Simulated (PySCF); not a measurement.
## SrH₂: fields on a plane

These are results of PySCF, PBE0, basis Sr def2-TZVP with ECP28, H def2-TZVP (scalar-relativistic core potentials, no spin–orbit coupling, density fitting), not measurements.

The singlet minimum has Sr–H 2.159 Å (×2); H–Sr–H 124.3°.

The plane holds Sr1 at (0.00, 0.00), H2 at (2.16, 0.00), H3 at (-1.22, 1.78) Å. Columns run from x = -3.15 to 4.35 Å, rows from y = 4.05 (top) to -1.95 Å, in steps of 0.3 Å. Other isomers or separated fragments may lie lower. Core electrons replaced by a potential are absent, the electrostatic potential uses the reduced nuclear charge, and values within about 0.7 Å of such atoms have no physical meaning.

Q: Give the electrostatic potential (V) (cut at 20 V). Lower edges of the bins (V): '0' -2.44, '1' -2.31, '2' -2.10, '3' -1.76, '4' -1.24, '5' -0.40, '6' 0.93, '7' 3.03, '8' 6.36, '9' 11.64; top 20.0.

A: 
```
44443333344444444444444444
44333333333444444444444444
43332222233444444444444444
43321100123344444444444444
33210000012344444444444444
33200233212344444444444444
32102577533455554444444444
32114799754555554443334444
33214799766666654433333344
43323688777777665322223334
44334567789998765321012334
44445568999999865442001233
55555678999999876776300233
55566789999999977998400133
55666789999999977998410233
56667789999999876776301233
66667788999999865443101233
66667778899998765422122334
66666777888887765433233344
66666777777777665443334444
66666677777776665544444444
```

Q: Give the highest occupied orbital (Å^-3/2) at -5.42 eV (cut at ±0.3; overall sign arbitrary). Lower edges of the bins (Å^-3/2): '0' -0.300, '1' -0.240, '2' -0.180, '3' -0.120, '4' -0.060, '5' 0.000, '6' 0.060, '7' 0.120, '8' 0.180, '9' 0.240; top 0.30.

A: 
```
55555555555555555544444444
55555555555555555544444444
55555555555555555444444444
55555666665555555444444444
55566677666555554444444444
55567788776655544444444444
55667999987655544444444444
55678999987655444444444444
55678999997655444344444444
55678999987654433333344444
55667889877654332222334444
55566676666543221111233444
55555555334543210000123444
55555543104454200000123444
55555432004575310000123444
55554432126996420000123444
55544443347986432111233444
55544444456775433222334444
55444444455665443333344444
55444444555555444444444444
55544444555555444444444444
```
